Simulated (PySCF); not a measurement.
B(H)(Et)(OMe) (C3H9BO), SMILES C(BOC)C.

The structure is a stationary point at r2SCAN-D4/def2-SVP. This is a generated structure with no PubChem entry under its InChIKey; it may be hypothetical. One conformer was computed; it need not be the lowest.

Calculation: PySCF with PBE/def2-TZVP.

Symmetry labels are those of the subgroup Cs that the program uses (full group Cs).

Q: List the valence orbital energies around the gap with their symmetry. (An estimate is asked for; the answer gives what the named calculation found.)

A: 
| orbital | symmetry | energy (eV) |
|---|---|---|
| HOMO−7 | A' | -10.74 |
| HOMO−6 | A" | -10.50 |
| HOMO−5 | A' | -8.94 |
| HOMO−4 | A' | -8.66 |
| HOMO−3 | A" | -8.22 |
| HOMO−2 | A' | -8.20 |
| HOMO−1 | A" | -7.54 |
| HOMO | A' | -6.56 |
| LUMO | A" | -0.94 |
| LUMO+1 | A' | 0.21 |
| LUMO+2 | A' | 0.91 |
| LUMO+3 | A' | 1.40 |
